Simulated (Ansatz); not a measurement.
Q: Name a neutral molecule of B, C, F and H with zero-point energy (PBE0-D4/def2-TZVP) between 275 and 291 kJ/mol and LUMO energy (B3LYP/def2-TZVPP) between -0.20 and 0.10 eV (Ansatz, PBE0-D4/def2-TZVP geometry).

A: `CCB(C)F` (284.3 kJ/mol, -0.15 eV). Other molecules can fit too; these were computed, each in one conformer that needn't be the lowest.

B3LYP here is the variant with VWN-RPA as its local correlation; programs differ in this.
